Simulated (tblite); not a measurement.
Compound: C3H9O2Si2 (charge -1).
Bonds: C1–C2 (double), C2–C3, C2–O4, O4–Si5, Si5–O6, O6–Si7. Hydrogens: H8, H9 on C1; H10, H11, H12 on C3; H13 on Si5; H14, H15, H16 on Si7.

A start from a force field or distance geometry was refined with GFN2-xTB geometry optimisation, gas phase in tblite. Values at the start:

```tsv
coordinate	start
C1=C2	1.328 Å
C1–H8	1.065 Å
C1–H9	1.095 Å
C2–C3	1.470 Å
C2–O4	1.398 Å
C3–H10	1.116 Å
O4–Si5	1.748 Å
Si5–O6	1.694 Å
Si5–H13	1.454 Å
O6–Si7	1.728 Å
Si7–H14	1.456 Å
C1–C2–C3	124.2°
C1–C2–O4	118.8°
C2–O4–Si5	113.9°
C3–C2–O4	117.0°
O4–Si5–O6	112.4°
Si5–O6–Si7	107.3°
```

Question: How do these coordinates change at the GFN2-xTB level?

Answer: 
```tsv
coordinate	GFN2-xTB (Å or °)	change
O6–Si7	1.568	-0.160
C2–O4	1.307	-0.091
Si5–H13	1.508	+0.054
C2–C3	1.515	+0.045
Si5–O6	1.734	+0.040
C3–H10	1.091	-0.025
C1–H9	1.074	-0.021
Si7–H14	1.474	+0.018
O4–Si5	1.731	-0.017
C1–H8	1.077	+0.012
C1=C2	1.336	+0.008
Si5–O6–Si7	139.8	+32.5
O4–Si5–O6	97.3	-15.1
C2–O4–Si5	124.8	+10.9
C1–C2–O4	125.3	+6.5
C3–C2–O4	113.3	-3.7
C1–C2–C3	121.4	-2.8
```

The energy falls by 1.893 eV over 228 L-BFGS steps, the largest force on an atom goes from 4.11 to 0.008 eV/Å, and the atoms move by 1.188 Å rms after alignment. The bond that changes most is O6–Si7 (siloxane oxygen to oxygen-bound silicon), which shortens by 0.160 Å. Bonds longer at the end by more than 0.005 Å: 8 of 15; shorter: 7. Among the dihedrals that turn most is O4–Si5–O6–Si7, from -162° to -39°. Rotational constants go from 6068, 703.2, 680.5 to 3611, 915.2, 757.5 MHz.

Its GFN2-xTB frequencies are all real (lowest 32 cm⁻¹). 3 starts were optimised and ended at 0.00, 1.45 and 1.96 kcal/mol (GFN2-xTB); the lowest of these is shown.

One conformer stands for the species.

These are computed values.
